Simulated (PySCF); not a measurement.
C₅H₃F₃S.
Geometry (PBE0-D3(BJ)/def2-SVP, Å), atoms numbered from 1 in this order:
```xyz
12
C5H3F3S angstrom
C      3.3803    0.9912    0.6924
C      2.4268    0.4185    0.2055
C      1.3340   -0.2781   -0.3706
C      0.0660    0.1697   -0.3154
S     -1.2337   -0.6453   -1.1564
C     -2.6144   -0.1609   -0.0794
F     -2.5056   -0.6579    1.1460
F     -2.7176    1.1600    0.0426
F     -3.7274   -0.6234   -0.6295
H      4.2219    1.5010    1.1247
H      1.5596   -1.2195   -0.8864
H     -0.1882    1.1032    0.1964
```

All values: PBE0/def2-SVPD (PySCF, non-relativistic), on one gas-phase PBE0-D3(BJ)/def2-SVP geometry that isn't relaxed in the solvent. The solvent is an IEF-PCM continuum (cavity from Bondi-type radii × 1.2), and excitations are vertical TDDFT with non-equilibrium linear response and a frozen core. Specific hydrogen bonds and non-electrostatic terms are outside this model.

Gas-phase singlets (H = HOMO, L = LUMO):

```csv
state,E (eV),λ (nm),f,leading configurations
S1,4.794,259,0.364,"H→L 82%, H→L+1 12%"
S2,5.117,242,0.022,H-1→L 88%
S3,5.204,238,0.074,"H→L+1 78%, H-1→L 10%"
S4,6.026,206,0.002,"H→L+2 48%, H-2→L 35%"
S5,6.096,203,0.002,"H-2→L 52%, H→L+2 35%"
```

Task: Give the list for methanol (ε = 32.61), n² = 1.77.

Result: 
```json
{"state": "S1", "E (eV)": "4.747", "λ (nm)": "261", "f": "0.496", "leading configurations": "H→L 89%", "change by rank (eV)": "-0.047"}
{"state": "S2", "E (eV)": "5.189", "λ (nm)": "239", "f": "0.019", "leading configurations": "H-1→L 81%, H→L+1 15%", "change by rank (eV)": "+0.072"}
{"state": "S3", "E (eV)": "5.264", "λ (nm)": "236", "f": "0.051", "leading configurations": "H→L+1 76%, H-1→L 17%", "change by rank (eV)": "+0.060"}
{"state": "S4", "E (eV)": "6.076", "λ (nm)": "204", "f": "0.003", "leading configurations": "H→L+2 52%, H-2→L 28%", "change by rank (eV)": "+0.050"}
{"state": "S5", "E (eV)": "6.143", "λ (nm)": "202", "f": "0.005", "leading configurations": "H-2→L 60%, H→L+2 26%", "change by rank (eV)": "+0.047"}
```

Task: Give the list for acetonitrile (ε = 35.69), n² = 1.81.

Result: 
```
state  E (eV)  λ (nm)      f  leading configurations  change by rank (eV)
   S1   4.743     261  0.500                 H→L 89%               -0.051
   S2   5.189     239  0.019    H-1→L 81%, H→L+1 15%               +0.072
   S3   5.263     236  0.050    H→L+1 76%, H-1→L 17%               +0.059
   S4   6.076     204  0.003    H→L+2 51%, H-2→L 28%               +0.050
   S5   6.143     202  0.005    H-2→L 59%, H→L+2 26%               +0.047
```

Task: The ground-state energy changes by -0.166 eV from gas to acetonitrile. By how much does the total energy of gas-phase S1 change?

Result: E(S1) = E(S0) + excitation energy, so it changes by -0.166 − 0.051 = -0.217 eV: it is lowered more than the ground state, which is what a red shift means. This is the vertical state, with the slow part of the continuum still set for S0.

Task: How do the frontier levels move from gas to acetonitrile?

Result: 
```json
{"orbital": "LUMO+2", "gas (eV)": "0.64", "solvent (eV)": "0.77", "change (eV)": "+0.13", "Löwdin shares, gas": "C1 23 %, C2 21 %, S5 19 %, H10 8 %", "Löwdin shares, solvent": "C1 21 %, S5 21 %, C2 20 %, C6 8 %"}
{"orbital": "LUMO+1", "gas (eV)": "-0.41", "solvent (eV)": "-0.22", "change (eV)": "+0.19", "Löwdin shares, gas": "S5 47 %, C4 11 %, C6 11 %, C3 6 %", "Löwdin shares, solvent": "S5 47 %, C4 11 %, C6 11 %, C1 5 %"}
{"orbital": "LUMO", "gas (eV)": "-1.61", "solvent (eV)": "-1.47", "change (eV)": "+0.14", "Löwdin shares, gas": "C4 28 %, C3 22 %, C1 15 %, C2 12 %", "Löwdin shares, solvent": "C4 28 %, C3 22 %, C1 15 %, C2 12 %"}
{"orbital": "HOMO", "gas (eV)": "-6.98", "solvent (eV)": "-6.88", "change (eV)": "+0.10", "Löwdin shares, gas": "S5 28 %, C1 18 %, C4 16 %, C3 15 %", "Löwdin shares, solvent": "S5 28 %, C1 17 %, C4 17 %, C3 16 %"}
{"orbital": "HOMO-1", "gas (eV)": "-8.39", "solvent (eV)": "-8.34", "change (eV)": "+0.05", "Löwdin shares, gas": "C1 43 %, C2 41 %, C3 7 %", "Löwdin shares, solvent": "C1 43 %, C2 41 %, C3 7 %"}
{"orbital": "HOMO-2", "gas (eV)": "-8.85", "solvent (eV)": "-8.78", "change (eV)": "+0.07", "Löwdin shares, gas": "S5 37 %, C2 20 %, C1 17 %, C4 11 %", "Löwdin shares, solvent": "S5 37 %, C2 19 %, C1 17 %, C4 11 %"}
{"orbital": "HOMO-3", "gas (eV)": "-10.21", "solvent (eV)": "-10.09", "change (eV)": "+0.12", "Löwdin shares, gas": "S5 33 %, C4 15 %, C3 14 %, C2 11 %", "Löwdin shares, solvent": "S5 33 %, C4 15 %, C3 13 %, C2 11 %"}
```

The HOMO–LUMO gap goes from 5.37 to 5.41 eV.
